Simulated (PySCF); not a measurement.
acetamide (C$_{2}$H$_{5}$NO), singlet, geometry from GFN2-xTB. Base run: PySCF with MP2/def2-SVP.

Here is a job for PySCF.
```python
from pyscf import gto, scf, mp

mol = gto.M(
    atom='''
O     0.42378843    1.31335395   -0.10983582
C     0.07883705    0.15962437   -0.01302384
N     0.97349819   -0.85477823    0.08636671
C    -1.36369635   -0.29914896    0.00992359
H     0.68999030   -1.81413072    0.16690771
H    -2.01725080    0.56352280   -0.07332249
H    -1.55183793   -0.97516368   -0.82107525
H    -1.57282710   -0.82103070    0.94097462
H     1.95628661   -0.63943414    0.07923654
''',
    basis='def2-svp',
    verbose=4,
)

mf = scf.RHF(mol)
mf.kernel()

pt = mp.MP2(mf, frozen=4)
pt.kernel()
print('E(MP2) = %.10f' % pt.e_tot)
mf.analyze()
```

Variants of this job, named by their change:

```tsv
change	basis functions	E (Eh)	MP2 correlation (Eh)	SCF-reference HOMO (eV)	SCF-reference HOMO-LUMO gap (eV)	SCF-reference dipole (D)
base	81	-208.44518	-0.62122	-11.19	15.60	4.22
basis = 6-31G	46	-208.29323	-0.40799	-11.08	16.36	4.44
basis = pcseg-0	46	-207.76675	-0.41451	-11.21	16.17	4.36
basis = def2-SV(P)	66	-208.39033	-0.58780	-11.22	15.64	4.20
basis = pcseg-1	81	-208.55206	-0.62574	-11.32	15.21	4.33
basis = 6-31G**	81	-208.60292	-0.61531	-11.06	16.70	4.15
basis = pc-1	81	-208.55458	-0.62575	-11.33	15.29	4.34
basis = cc-pVDZ	81	-208.61827	-0.62190	-11.05	15.62	4.10
basis = 6-311G**	102	-208.69692	-0.66120	-11.16	14.96	4.18
basis = def2-SVPD	123	-208.49070	-0.65169	-11.39	13.88	4.29
basis = 6-311++G**	123	-208.70825	-0.66648	-11.32	12.19	4.33
basis = aug-cc-pVDZ	137	-208.66779	-0.65483	-11.29	12.02	4.22
basis = 6-311+G(2d,p)	138	-208.75130	-0.70380	-11.31	12.96	4.28
```

Totals compare only among sets that treat the same electrons; sets with core potentials leave the core out.
